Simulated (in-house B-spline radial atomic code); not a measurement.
Radial electron density of P III (P2+), [Ne] 3s2 3d1. Level of theory: non-relativistic PBE0, spin-polarised, spherical fractional occupations, point nucleus, inside a hard spherical wall at 3.42 bohr; calculated with an all-electron radial atomic-structure program (B-spline basis).

Caution: exact exchange at fractional occupations of open shells leaves self-interaction of up to several eV.

Columns: r (bohr), 4πr²n(r) (electrons per bohr), bar.

```
 0.00429   0.4462 #
 0.00507   0.6088 ##
 0.00599   0.8267 ##
 0.00708    1.118 ###
 0.00837    1.503 ####
 0.00989    2.005 #####
  0.0117    2.658 #######
  0.0138    3.472 #########
  0.0163    4.494 ############
  0.0193     5.76 ###############
  0.0228    7.241 ###################
  0.0269    8.919 #######################
  0.0318    10.77 ############################
  0.0376    12.68 #################################
  0.0445    14.49 #####################################
  0.0526    15.96 #########################################
  0.0621    16.87 ############################################
  0.0734    17.06 ############################################
  0.0867    16.41 ##########################################
   0.103       15 #######################################
   0.121    13.31 ##################################
   0.143    11.69 ##############################
   0.169    10.78 ############################
     0.2    10.96 ############################
   0.236    12.21 ###############################
   0.279    14.03 ####################################
    0.33    15.54 ########################################
    0.39    15.88 #########################################
   0.461    14.58 ######################################
   0.545    11.85 ###############################
   0.644    8.465 ######################
   0.761    5.394 ##############
   0.899    3.331 #########
    1.06    2.402 ######
    1.26    2.227 ######
    1.48    2.259 ######
    1.75    2.075 #####
    2.07    1.556 ####
    2.45   0.8536 ##
    2.89   0.2585 #
    3.39 0.0008248
```

On this grid the curve has 3 maxima, near 0.0734, 0.39, 1.48 bohr.

The 3s down radial function P(r) = rR(r), positive near the nucleus:

```
r (bohr)         P
 0.00133   0.01359
 0.00186   0.01885
  0.0026   0.02606
 0.00363   0.03582
 0.00507   0.04894
 0.00708   0.06627
 0.00989   0.08864
  0.0138    0.1163
  0.0193    0.1491
  0.0269    0.1835
  0.0376    0.2138
  0.0526    0.2275
  0.0734    0.2062
   0.103    0.1274
   0.143  -0.01554
     0.2   -0.2108
   0.279    -0.383
    0.39   -0.4162
   0.545   -0.2081
   0.761    0.2196
    1.06    0.6712
    1.48    0.8816
    2.07    0.6934
    2.89    0.2511
```
